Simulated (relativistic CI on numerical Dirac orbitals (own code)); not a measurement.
**Slater and spin-orbit integrals, Al+**

These numbers are calculated, not measured: Dirac-Coulomb-Breit CI, separate exchange-only KLI orbitals for each configuration, QED by a radiative potential, valence Slater integrals scaled by 0.85, P86 correlation energy added to each configuration (own radial code, finite nucleus).

Slater integrals F^k, G^k are unscaled and averaged over j, outside the closed core [Ne]; ζ comes from projecting the Hamiltonian with its Breit term on Σ l·s of the shell.

- 3s3p: G^1(3s,3p) = 48671, ζ(3p) = 109.27 cm⁻¹; <r>(3s) = 2.377, <r^2>(3s) = 6.511, <r>(3p) = 2.888, <r^2>(3p) = 9.699 (bohr units).
- 3p²: F^2(3p,3p) = 35314, ζ(3p) = 112.93 cm⁻¹; <r>(3p) = 2.872, <r^2>(3p) = 9.594 (bohr units).
- 3s4s: G^0(3s,4s) = 2773.9 cm⁻¹; <r>(3s) = 2.274, <r^2>(3s) = 5.958, <r>(4s) = 5.862, <r^2>(4s) = 38.54 (bohr units).

In this model ζ of a weakly bound d, f or g electron outside closed shells comes out too small, for d by up to a factor of two or three and at times with the wrong sign; that of an outer p electron is too small as well.

Correlation outside the listed configurations is missing or only estimated: errors of thousands of cm⁻¹ between configurations and terms are usual at this charge. Rates and lifetimes follow the computed energies and can be off by large factors. The fine structure of a lone outer electron comes out too small, for d and f at times inverted, and misplaced configurations move strength between like terms. 28 of the 29 excited levels that our extract of the measured tables holds in this range could be paired (the sources list more); they are missed by 1038 cm⁻¹ on average and 2199 at most, and levels without a partner can miss by more.

Averages of the first 10 configurations, taken without configuration mixing, which lowers the lowest level and can move excited configurations by several eV; other configurations of the list can lie among them:

| Configuration | Parity | States | Average energy above the lowest level (eV) |
| --- | --- | --- | --- |
| 3s² | even | 1 | 0.7 |
| 3s3p | odd | 12 | 5.4 |
| 3p² | even | 15 | 12.0 |
| 3s4s | even | 4 | 11.5 |
| 3s3d | even | 20 | 12.0 |
| 3s4p | odd | 12 | 13.1 |
| 3s5s | even | 4 | 15.0 |
| 3s4d | even | 20 | 15.1 |
| 3s4f | odd | 28 | 15.6 |
| 3d² | even | 45 | 25.3 |
